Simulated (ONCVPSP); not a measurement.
# Scattering properties, ONCV potential for Zn

| Item | Value |
| --- | --- |
| Element | Zn |
| Generator | ONCVPSP 4.0.1 |
| Type | optimised norm-conserving Vanderbilt (ONCV) |
| Functional | PBE |
| Relativity | scalar-relativistic |
| Frozen core | [Ar] |
| Valence charge | 12 |
| Reference configuration | 3d10 4s1.5 (charge +0.5) |
| Partial waves | 4s: rc 1.65 bohr, ncon 4, nbas 7, qcut 4.4 1/bohr, 2 projectors, debl 3.8 Ha; p scattering state at 0.41 Ha: rc 1.75 bohr, ncon 5, nbas 9, qcut 3.9 1/bohr, 1 projector; 3d: rc 1.20 bohr, ncon 3, nbas 8, qcut 14.3 1/bohr, 2 projectors, debl 3 Ha |
| Local potential | polynomial inside 0.90 bohr (lpopt 5, dvloc0 -1 Ha) |
| Core correction | Teter function, fcfact 5.25, rcfact 1.3 |

The phase is arctan(r·R′/R) of the radial function R(r), unwrapped; energies in Ha, scanned from -2 to 5 Ha. A pole is an energy at which the radial function vanishes at the test radius. The pseudo phase is shifted by a multiple of π to meet the all-electron one at the reference energy, and phase errors are pseudo minus all-electron; the curves can meet again beyond the range given. Levels narrower than the energy grid can be missing from the lists of poles.

Q: For each channel, where are the poles, and over which energies does the pseudopotential scatter like the atom?

A:

```tsv
channel	radius (bohr)	reference energy (Ha)	poles, all-electron	poles, pseudo	unbroken range about the reference energy with phases within 0.05 rad	phase error 1 Ha above the reference energy (rad)
s	1.67	-0.36	3.33	3.33	above -1.9	-0.001
p	1.77	0.41	3.43	0.18, 3.57	above 0.3	+0.019
d	1.22	-0.54	0.41	0.41	the whole range	+0.000
```

Note: ghosts flagged at negative energy: s at -55.6 eV, p at -2.96 eV (the flag in p may be a real empty level of the ion); GHOST(+) flagged for p at 5.1 eV. A true bound ghost makes a file unfit for plane-wave use.

Phases in the s channel:

```tsv
E (Ha)	all-electron	pseudo
-1.98	1.024	1.131
-1.62	0.906	0.918
-1.26	0.722	0.725
-0.90	0.421	0.422
-0.54	-0.034	-0.034
-0.18	-0.525	-0.525
0.18	-0.879	-0.880
0.54	-1.098	-1.099
0.90	-1.236	-1.236
1.26	-1.328	-1.329
1.62	-1.395	-1.395
1.98	-1.445	-1.446
2.34	-1.486	-1.486
2.70	-1.520	-1.520
3.06	-1.550	-1.550
3.42	-1.577	-1.577
3.78	-1.603	-1.603
4.14	-1.629	-1.629
4.50	-1.655	-1.657
4.86	-1.683	-1.687
```
